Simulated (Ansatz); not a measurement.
Job for Ansatz (a program for electronic structure): R-CCSD(T)/aug-cc-pV(D+d)Z on C3H7Cl (a complex), monomers drawn apart or pushed together. Files ending in .json are basis or fitting sets from the Basis Set Exchange.

Ansatz 0.2 input:
```yaml
crystal:
  periodic: [false, false, false]
  atoms:
    - {symbol: Cl, position_ang: [0.24084967, 0.21108879, 0.53839579]}
    - {symbol: H, position_ang: [0.54917045, 0.09146556, 1.79286712]}
    - {symbol: C, position_ang: [0.99006893, -0.60366338, 5.80023106]}
    - {symbol: C, position_ang: [0.08119547, 0.35589142, 5.95409405]}
    - {symbol: C, position_ang: [-1.39838370, 0.14911564, 5.95603134]}
    - {symbol: H, position_ang: [0.70159852, -1.64148948, 5.67475853]}
    - {symbol: H, position_ang: [2.05057745, -0.38724743, 5.80983980]}
    - {symbol: H, position_ang: [0.42140222, 1.38030924, 6.08187832]}
    - {symbol: H, position_ang: [-1.87043560, 0.72294554, 5.15380015]}
    - {symbol: H, position_ang: [-1.65693375, -0.90185687, 5.82380501]}
    - {symbol: H, position_ang: [-1.83627080, 0.49903036, 6.89473714]}
basis:
  gaussian:
    orbitals: aug-cc-pV_D+d_Z.json
magnetization: {spin_polarized: false}
correlation: {method: ccsd_t, electrons: outside_noble_gas}
scf: {lower_state_search: off}
```

It printed:

```
WARN ansatz: RAYON_NUM_THREADS=2 ignored (pool sized by the plan → 2); use --threads N
Functional definition: HF
these checks for a lower state are left out or cut short: stability, starts, cluster_reference, orbital_swaps, neighbouring_geometries, increment
integrals: 0.54 GiB planned
1605 factors; integrals over basis functions are off by at most 7.9e-4 eV
mean field: 0.70 GiB planned
mean field evaluation 1: about -15702.5963 eV, gradient 3.4e1 eV
mean field evaluation 2: about -15702.5970 eV, gradient 3.4e1 eV
mean field evaluation 4: about -15705.8869 eV, gradient 3.0e0 eV
mean field evaluation 8: about -15705.9255 eV, gradient 2.5e-1 eV
mean field -15705.92576190 eV, -577.1821258908 hartree, gradient 6.2e-6 eV, S^2 0.000000; 0 other end points of the search recorded, 0 dependent functions left out
8 core orbitals not correlated
reference -15705.92576190 eV, -577.1821258908 hartree; 13, 13 occupied and 143, 143 virtual orbitals, 1605 factors
second order -16.21595245 eV of doubles, -0.00000000 eV of singles
coupled cluster: 1.64 GiB planned
cycle   1  -17.30096445 eV  change    -1.1e0 eV  update   8.2e-2
cycle   2  -17.75850128 eV  change   -4.6e-1 eV  update   2.7e-2
cycle   3  -17.82026177 eV  change   -6.2e-2 eV  update   9.6e-3
cycle   4  -17.82079943 eV  change   -5.4e-4 eV  update   3.1e-3
cycle   5  -17.82098226 eV  change   -1.8e-4 eV  update   9.1e-4
cycle   6  -17.82093966 eV  change    4.3e-5 eV  update   2.9e-4
cycle   7  -17.82097873 eV  change   -3.9e-5 eV  update   7.6e-5
cycle   8  -17.82100760 eV  change   -2.9e-5 eV  update   3.1e-5
perturbative correction -0.57781625 eV, -0.0212343555 hartree
Total energy: -15724.32458574 eV, -577.8582701959 hartree
Checks for a lower state left out: stability, starts, cluster_reference, orbital_swaps, neighbouring_geometries, increment
```

Self-consistency was reached.

Cost: very roughly 28 core-seconds.
